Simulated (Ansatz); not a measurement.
`[CH3][GaH][BH]N` and `C[BH][GaH][CH3]` differ in one atom or group.

Ansatz, PBE0-D4/def2-TZVP geometries, multiplicity 1. Each molecule was computed in one conformer, which needn't be the lowest.

Scalar relativity is left out up to krypton.

| property | `[CH3][GaH][BH]N` |
| --- | --- |
| LUMO energy (B3LYP/def2-TZVPP) / eV | -1.39 |
| HOMO energy (ωB97M-V/def2-TZVPP) / eV | -8.90 |
| HOMO energy (PBE/def2-TZVPP) / eV | -5.61 |
| HOMO–LUMO gap (PBE/def2-TZVPP) / eV | 3.71 |
| HOMO energy (B3LYP/def2-TZVPP) / eV | -6.58 |
| LUMO energy (PBE0/def2-TZVPP) / eV | -1.12 |

(1) What does the change do to each property? (Estimate.)

Answers

(1) Ansatz gave: 
| property | `C[BH][GaH][CH3]` | shift |
| --- | --- | --- |
| LUMO energy (B3LYP/def2-TZVPP) / eV | -1.68 | -0.29 |
| HOMO energy (ωB97M-V/def2-TZVPP) / eV | -8.99 | -0.09 |
| HOMO energy (PBE/def2-TZVPP) / eV | -5.71 | -0.10 |
| HOMO–LUMO gap (PBE/def2-TZVPP) / eV | 3.27 | -0.44 |
| HOMO energy (B3LYP/def2-TZVPP) / eV | -6.67 | -0.09 |
| LUMO energy (PBE0/def2-TZVPP) / eV | -1.48 | -0.36 |

With PBE0 the HOMO falls by 0.09 eV and the LUMO falls by 0.36 eV, so the gap narrows by about 0.27 eV. PBE moves the HOMO by -0.10 eV and ωB97M-V by -0.09 eV.

Positive LUMOs are unbound, so they and the gaps depend on the basis.

B3LYP here is the variant with VWN-RPA as its local correlation; programs differ in this.
